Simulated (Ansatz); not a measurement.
System: CuI, net charge -1, doublet state. The spin state was set by rule; other spins were not relaxed. 
Geometry from a B3LYP-D3(BJ)/def2-TZVP (Ansatz, an electronic-structure program) optimisation:
```xyz
2

Cu     0.0000     0.0000    -1.6897
I      0.0000     0.0000     0.9245
```
Charge -1, spin multiplicity 2.

Parts of the frozen-core correlation energy in def2-TZVPP (Ansatz, hartree). Frozen orbitals: 18; correlated occupied orbitals by spin: 10 and 9; virtual: 86 and 87. Open shells are spin-unrestricted. No spin-orbit coupling. Past Kr the def2 sets carry scalar-relativistic core potentials.

```
term                             value
-------------------------  -----------
reference (HF)             -1935.68500
MP2 opposite-spin                  ___
MP2 same-spin                 -0.22198
CCSD correlation                   ___
(T)                                ___
T1 diagnostic                    0.028
largest doubles amplitude        0.034
<S^2> of the reference           0.755
```

Task: Fill in the missing entries.

Result: 
- MP2 opposite-spin, value: -0.41937
- CCSD correlation, value: -0.59111
- (T), value: -0.02621
